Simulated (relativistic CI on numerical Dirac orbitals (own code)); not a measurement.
## Mg3+: what numerical and physical settings do to a radial Dirac CI calculation

Reference input:

```
atom Mg  Z=12  charge=3  electrons=9
nucleus A=24  rms_radius_fm=3.0570
hamiltonian dirac-coulomb  breit=on  qed=on  c_scale=1
orbitals kli  potential=per-configuration
slater_scale 1
correlation none
mixing on
grid step=0.0125 r_max=25.7
scf mixing=0.4 start=green max_iterations=150 tolerance=2e-08 node_fill=0.05
configurations
  [He] 2s2 2p5
  [He] 2s 2p6
  [He] 2s2 2p4 3s
  [He] 2s2 2p4 3p
  [He] 2s2 2p4 3d
end
```

Computed lowest total energy -196.21070 Ha, first excitation 2205.9 cm⁻¹, 50 SCF steps. Runs with settings changed; * marks those that are bad on purpose:

```
                                                                Changed    Outcome     Lowest level    ΔE (Ha)  First excitation (cm⁻¹)  SCF steps                                                           Message
                        QED terms off, node fill of the KLI weights 0.5  converged  2s2.2p5 2P°_3/2    -0.0189                   2221.7         52                                                                  
                                                        grid step 0.008  converged  2s2.2p5 2P°_3/2  -1.23e-05                   2205.9         50                                                                  
nuclear radius 2.7513 fm, QED terms off, node fill of the KLI weights 0  converged  2s2.2p5 2P°_3/2    -0.0206                   2195.5         50                                                                  
                                       node fill of the KLI weights 0.5  converged  2s2.2p5 2P°_3/2     0.0017                   2228.4         52                                                                  
                                   configuration list: extra electron *    refused                                                               0  configuration [He] 2s2 2p4 3d 4s has 10 electrons, the ion has 9
                                                   SCF tolerance 0.01 *  converged  2s2.2p5 2P°_3/2  -5.09e-08                   2205.4         25
```

With so few configurations and no correlation, terms lie too far apart (by 10 to 50 % near neutrality), their order can be wrong, and levels of other configurations are missing.
